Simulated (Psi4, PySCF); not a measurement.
Input for PySCF:
```python
from pyscf import gto, scf, dft

mol = gto.Mole()
mol.atom = '''
    In   -0.000000   -0.000000   -1.449296
    I     0.000000    0.000000    1.339916
'''
mol.basis = 'def2-tzvp'
mol.ecp = {'I': 'def2-tzvp', 'In': 'def2-tzvp'}
mol.charge = 0
mol.spin = 0
mol.verbose = 3
mol.build()

mf = dft.RKS(mol)
mf.xc = 'bhandhlyp'
mf.grids.atom_grid = (99, 590)
mf.grids.prune = None
mf.kernel()
```

Give the equivalent Psi4 input.

One answer among several that fit: 
```
memory 2 GB

molecule mol {
0 1
In   -0.000000   -0.000000   -1.449296
I     0.000000    0.000000    1.339916
}

set {
  basis def2-tzvp
  reference rks
  scf_type pk
  puream true
  d_convergence 1e-8
  dft_radial_points 99
  dft_spherical_points 590
}

energy('bhhlyp')
print_variables()
```

Both were run: PySCF gave -487.804977 Eh and Psi4 -487.804977 Eh, 0.000 mEh apart.
